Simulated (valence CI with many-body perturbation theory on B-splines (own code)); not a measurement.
# E1 line list for La LI

Computed by valence CI with perturbative core correlation (CI+MBPT): five valence electrons over a frozen Dirac-Fock core [He], a basis of 9 s, 9 p, 8 d, 6 f, 3 g, 1 h functions for each j, with the one-electron correlation potential Σ1, the two-electron term Σ2, the three-electron term Σ3, Breit, model QED; selected CI, second order for the rest (own B-spline code, finite nucleus).

No measured spectrum was set against this ion. As an estimate, large intervals hold to a few tenths of a per cent, small ones and those within an open d or f shell to about a per cent. Among the levels kept, up to 1200 cm⁻¹ of a level comes from second order outside the variational space, and about a tenth of that is noise between levels of different J, which matters for small intervals.

Lines 201 to 250 of 260 in falling wavelength, among levels below 447.73 Ry, chosen from the strongest by gf and those to the six lowest levels. Wavelengths and rates use the calculated energies. Electric multipoles are in the length gauge, E1 and E2 with the static RPA response of the core. Weak lines are less certain than strong ones. Lines between different terms over intervals too small for the method are left out, as are lines whose strength nearly cancels. The highest levels of a list are the least certain.

Levels are named by their leading jj configuration (3d3/2^4 stands for four electrons in 3d with j = 3/2), which in mixed levels can hold well under half, so a name can repeat and another be missing. Letters in brackets count levels of one name in rising energy.

```
λ vac (nm)                               Upper                       Lower   A (s⁻¹)  S (a.u.)
    0.2275          (2s^2 2p1/2^2 3d5/2) J=5/2  (2s^2 2p1/2^2 2p3/2) J=3/2  4.57e+14  1.60e-02
    0.2275  (2s^2 2p1/2 2p3/2 3d3/2) J=1/2 [b]  (2s^2 2p1/2 2p3/2^2) J=3/2  4.34e+13  5.04e-04
    0.2273  (2s^2 2p1/2 2p3/2 3d5/2) J=5/2 [b]  (2s^2 2p1/2 2p3/2^2) J=5/2  2.60e+14  9.03e-03
    0.2271  (2s^2 2p1/2 2p3/2 3d5/2) J=3/2 [a]  (2s^2 2p1/2 2p3/2^2) J=3/2  3.11e+14  7.19e-03
    0.2270  (2s^2 2p1/2 2p3/2 3d5/2) J=7/2 [b]  (2s^2 2p1/2 2p3/2^2) J=5/2  7.57e+14  3.49e-02
    0.2270  (2s^2 2p1/2 2p3/2 3d5/2) J=5/2 [a]  (2s^2 2p1/2 2p3/2^2) J=3/2  3.36e+14  1.16e-02
    0.2269  (2s^2 2p1/2 2p3/2 3d5/2) J=3/2 [b]  (2s^2 2p1/2 2p3/2^2) J=5/2  5.73e+13  1.32e-03
    0.2264  (2s^2 2p1/2 2p3/2 3d5/2) J=5/2 [b]  (2s^2 2p1/2 2p3/2^2) J=3/2  4.49e+14  1.54e-02
    0.2260      (2s 2p1/2^2 2p3/2 3p1/2) J=1/2  (2s^2 2p1/2 2p3/2^2) J=3/2  1.71e+13  1.95e-04
    0.2260  (2s^2 2p1/2 2p3/2 3d5/2) J=3/2 [b]  (2s^2 2p1/2 2p3/2^2) J=3/2  1.33e+13  3.03e-04
    0.2260  (2s 2p1/2^2 2p3/2 3p1/2) J=3/2 [b]  (2s^2 2p1/2 2p3/2^2) J=3/2  3.01e+12  6.85e-05
    0.2258      (2s^2 2p1/2 2p3/2 3d5/2) J=1/2  (2s^2 2p1/2 2p3/2^2) J=3/2  3.00e+13  3.41e-04
    0.2256  (2s 2p1/2^2 2p3/2 3p3/2) J=3/2 [a]  (2s^2 2p1/2 2p3/2^2) J=1/2  6.37e+11  1.44e-05
    0.2249  (2s 2p1/2^2 2p3/2 3p3/2) J=1/2 [a]  (2s^2 2p1/2 2p3/2^2) J=1/2  9.88e+10  1.11e-06
    0.2245      (2s 2p1/2^2 2p3/2 3p3/2) J=7/2  (2s^2 2p1/2 2p3/2^2) J=5/2  1.92e+12  8.58e-05
    0.2242  (2s 2p1/2^2 2p3/2 3p3/2) J=3/2 [a]  (2s^2 2p1/2 2p3/2^2) J=5/2  4.49e+11  9.98e-06
    0.2237  (2s 2p1/2^2 2p3/2 3p3/2) J=5/2 [a]  (2s^2 2p1/2 2p3/2^2) J=5/2  1.13e+12  3.74e-05
    0.2236             (2s^2 2p3/2^2 3s) J=3/2  (2s^2 2p1/2 2p3/2^2) J=1/2  3.69e+11  8.14e-06
    0.2234  (2s 2p1/2^2 2p3/2 3p3/2) J=3/2 [a]  (2s^2 2p1/2 2p3/2^2) J=3/2  3.19e+12  7.02e-05
    0.2233     (2s^2 2p1/2 2p3/2 3s) J=3/2 [a]  (2s^2 2p1/2^2 2p3/2) J=3/2  1.07e+13  2.35e-04
    0.2230         (2s^2 2p1/2 2p3/2 3s) J=1/2  (2s^2 2p1/2^2 2p3/2) J=3/2  1.55e+13  1.69e-04
    0.2229  (2s 2p1/2^2 2p3/2 3p3/2) J=5/2 [a]  (2s^2 2p1/2 2p3/2^2) J=3/2  4.19e+12  1.37e-04
    0.2227  (2s 2p1/2^2 2p3/2 3p3/2) J=1/2 [a]  (2s^2 2p1/2 2p3/2^2) J=3/2  4.12e+11  4.49e-06
    0.2226         (2s^2 2p1/2 2p3/2 3s) J=5/2  (2s^2 2p1/2^2 2p3/2) J=3/2  1.20e+13  3.90e-04
    0.2226  (2s 2p1/2^2 2p3/2 3p3/2) J=3/2 [b]  (2s^2 2p1/2 2p3/2^2) J=1/2  1.17e+12  2.55e-05
    0.2225             (2s^2 2p3/2^2 3s) J=5/2  (2s^2 2p1/2 2p3/2^2) J=5/2  6.06e+12  1.98e-04
    0.2225  (2s 2p1/2^2 2p3/2 3p3/2) J=1/2 [b]  (2s^2 2p1/2 2p3/2^2) J=1/2  5.68e+12  6.17e-05
    0.2224     (2s^2 2p1/2 2p3/2 3s) J=3/2 [b]  (2s^2 2p1/2^2 2p3/2) J=3/2  9.57e+12  2.08e-04
    0.2222             (2s^2 2p3/2^2 3s) J=3/2  (2s^2 2p1/2 2p3/2^2) J=5/2  1.52e+13  3.29e-04
    0.2220             (2s^2 2p3/2^2 3s) J=1/2  (2s^2 2p1/2 2p3/2^2) J=1/2  1.19e+13  1.29e-04
    0.2217             (2s^2 2p3/2^2 3s) J=5/2  (2s^2 2p1/2 2p3/2^2) J=3/2  4.24e+12  1.37e-04
    0.2214             (2s^2 2p3/2^2 3s) J=3/2  (2s^2 2p1/2 2p3/2^2) J=3/2  2.31e+12  4.94e-05
    0.2212  (2s 2p1/2^2 2p3/2 3p3/2) J=3/2 [b]  (2s^2 2p1/2 2p3/2^2) J=5/2  3.57e+10  7.63e-07
    0.2209  (2s 2p1/2^2 2p3/2 3p3/2) J=5/2 [b]  (2s^2 2p1/2 2p3/2^2) J=3/2  2.71e+12  8.64e-05
    0.2204  (2s 2p1/2^2 2p3/2 3p3/2) J=3/2 [b]  (2s^2 2p1/2 2p3/2^2) J=3/2  1.23e+12  2.60e-05
    0.2203  (2s 2p1/2^2 2p3/2 3p3/2) J=1/2 [b]  (2s^2 2p1/2 2p3/2^2) J=3/2  8.51e+11  8.98e-06
    0.2198             (2s^2 2p3/2^2 3s) J=1/2  (2s^2 2p1/2 2p3/2^2) J=3/2  8.97e+11  9.41e-06
    0.2128  (2s^2 2p1/2 2p3/2 3d3/2) J=3/2 [a]  (2s^2 2p1/2^2 2p3/2) J=3/2  1.73e+14  3.29e-03
    0.2127  (2s^2 2p1/2 2p3/2 3d3/2) J=5/2 [a]  (2s^2 2p1/2^2 2p3/2) J=3/2  2.22e+14  6.32e-03
    0.2126  (2s^2 2p1/2 2p3/2 3d3/2) J=1/2 [a]  (2s^2 2p1/2^2 2p3/2) J=3/2  1.50e+13  1.42e-04
    0.2125  (2s 2p1/2^2 2p3/2 3p1/2) J=3/2 [a]  (2s^2 2p1/2^2 2p3/2) J=3/2  3.52e+13  6.66e-04
    0.2125      (2s 2p1/2^2 2p3/2 3p1/2) J=5/2  (2s^2 2p1/2^2 2p3/2) J=3/2  1.44e+14  4.10e-03
    0.2117  (2s^2 2p1/2 2p3/2 3d3/2) J=5/2 [b]  (2s^2 2p1/2^2 2p3/2) J=3/2  3.13e+14  8.80e-03
    0.2116  (2s^2 2p1/2 2p3/2 3d3/2) J=3/2 [b]  (2s^2 2p1/2^2 2p3/2) J=3/2  4.47e+14  8.36e-03
    0.2114  (2s^2 2p1/2 2p3/2 3d3/2) J=1/2 [b]  (2s^2 2p1/2^2 2p3/2) J=3/2  6.95e+14  6.49e-03
    0.2110  (2s^2 2p1/2 2p3/2 3d5/2) J=3/2 [a]  (2s^2 2p1/2^2 2p3/2) J=3/2  6.04e+13  1.12e-03
    0.2110  (2s^2 2p1/2 2p3/2 3d5/2) J=5/2 [a]  (2s^2 2p1/2^2 2p3/2) J=3/2  4.40e+13  1.22e-03
    0.2105  (2s^2 2p1/2 2p3/2 3d5/2) J=5/2 [b]  (2s^2 2p1/2^2 2p3/2) J=3/2  1.61e+13  4.45e-04
    0.2102      (2s 2p1/2^2 2p3/2 3p1/2) J=1/2  (2s^2 2p1/2^2 2p3/2) J=3/2  1.24e+13  1.14e-04
    0.2101  (2s^2 2p1/2 2p3/2 3d5/2) J=3/2 [b]  (2s^2 2p1/2^2 2p3/2) J=3/2  2.39e+12  4.37e-05
```
